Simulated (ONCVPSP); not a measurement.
# What one change does to a pseudopotential (bismuth, ONCV)

```
Element                 : bismuth
Generator               : ONCVPSP 4.0.1
Type                    : optimised norm-conserving Vanderbilt (ONCV)
Functional              : PBEsol
Relativity              : scalar-relativistic
Frozen core             : [Kr] 4d10 4f14
Valence charge          : 23
Reference configuration : 5s2 5p6 5d10 6s2 6p3
Partial waves           : 5s+6s: rc 1.25 bohr, ncon 3, nbas 7, qcut 9.5 1/bohr, 2 projectors; 5p+6p: rc 1.70 bohr, ncon 4, nbas 8, qcut 8.8 1/bohr, 2 projectors; 5d: rc 1.35 bohr, ncon 5, nbas 8, qcut 8.3 1/bohr, 2 projectors, debl 3.8 Ha
Local potential         : polynomial inside 1.05 bohr (lpopt 5, dvloc0 0 Ha)
Core correction         : none
```

All-electron outer shells of the reference configuration (PBEsol, scalar-relativistic, ld1.x):

```
shell  level (eV)  outermost node (bohr)  outermost maximum (bohr)
   4d     -429.87                   0.19                      0.38
   5s     -157.81                   0.44                      0.77
   4f     -152.63                      –                      0.34
   5p      -95.82                   0.48                      0.86
   5d      -27.06                   0.51                      1.03
   6s      -14.53                   0.98                      1.86
   6p       -4.60                   1.14                      2.44
```

Change: s: qcut 8.

Cutoffs: the cutoffs (Ha) at which the residual kinetic energy of the hardest occupied pseudo-wave falls to 1 and 0.1 mHa per electron; they do not see the model core or the augmentation charge, which bear on the density cutoff. Errors are all-electron minus pseudo energies relative to the spin-unpolarised reference configuration.

**Question.** How do hardness, ghosts and transferability respond?

**Answer.** The potential gets softer (35 Ha and 92 Ha → 28 Ha and 92 Ha); the errors of the 4 common tests hardly move; neither file shows a bound ghost. The waves are optimised to have the least kinetic energy above qcut, so the cutoff follows it (qcut²/2 in Ha).

| quantity | base | changed |
| --- | --- | --- |
| cutoff, loose | 35 Ha | 28 Ha |
| cutoff, tight | 92 Ha | 92 Ha |
| loose cutoff by channel | s 35 Ha, p 20 Ha, d 26 Ha | s 28 Ha, p 20 Ha, d 26 Ha |
| bound ghosts | none | none |
| GHOST(+) flags under 300 eV | s at 193.3 eV | s at 168.1 eV |
| error for 5s2 5p6 5d10 6s2 6p2, meV [ΔE 7.95 eV] | -3.5 | -3.5 |
| error for 5s2 5p6 5d10 6s2 6p1, meV [ΔE 23.24 eV] | -11 | -11 |
| error for 5s2 5p6 5d10 6s2 6p0, meV [ΔE 46.60 eV] | -25 | -24 |
| error for 5s2 5p6 5d10 6s2 6p2.5, meV [ΔE 3.11 eV] | -1.3 | -1.3 |
| s: phases at 1.27 bohr within 0.05 rad from the reference energy up to (Ha; the scan ends near 5) | to the end of the scan | 4.1 |
| p: phases at 1.72 bohr within 0.05 rad from the reference energy up to (Ha; the scan ends near 5) | to the end of the scan | to the end of the scan |
| d: phases at 1.37 bohr within 0.05 rad from the reference energy up to (Ha; the scan ends near 5) | to the end of the scan | to the end of the scan |
